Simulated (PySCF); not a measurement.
**BBr$_{2}$, SMILES `Br[B]Br` (charge 0, multiplicity 2)**

All values below come from PBE0-D3(BJ)/def2-TZVP (PySCF 2.14.0).

| Property | Result |
|---|---|
| highest occupied spin orbital | -6.32 eV |
| dipole moment | 0.42 D |
| total energy | -5172.5339 Ha |
| cost | around 90 core-seconds (rough) |

Bond lengths (Å): Br1–B2 1.878, B2–Br3 1.878. Angles (°): Br1–B2–Br3 126.3.
Charge 0, spin multiplicity 2.
